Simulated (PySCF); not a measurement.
Harmonic spectrum computed at PBE0 in the def2-SVP basis family (core potentials from Rb on, PySCF, no spin–orbit coupling):

| ω (cm⁻¹) | IR (km/mol) |
| --- | --- |
| 114 | 6.3 |
| 165 | 14.9 |
| 275 | 3.0 |
| 655 | 73.7 |
| 672 | 63.1 |
| 708 | 113 |

Question: Which molecule gave it? In each, all ligands are bound to the one heavy central atom.
A. ReF₃ (quintet)
B. OsF₃ (quartet)
C. IrF₃ (triplet)
D. PtF₃ (doublet)
E. HfF₃ (doublet)

Answer: A. It has C2v symmetry with Re–F 1.881 Å (×2), Re–F 1.885 Å.
